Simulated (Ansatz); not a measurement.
`[F][Hf]([F])([Br])[Br]`, charge 0, multiplicity 1.

**Question.** Give a relaxed structure at PBE0-D4/def2-TZVP (the Gaussian-basis code of Ansatz). (Best estimate.)

**Answer.** The calculation gave: 
Z-matrix (Å, degrees):
```
Hf
F 1 1.883
Br 1 2.486 2 109.4
Br 1 2.486 2 109.4 3 121.9
F 1 1.883 2 108.1 3 -119.0
```
Point group C2v.
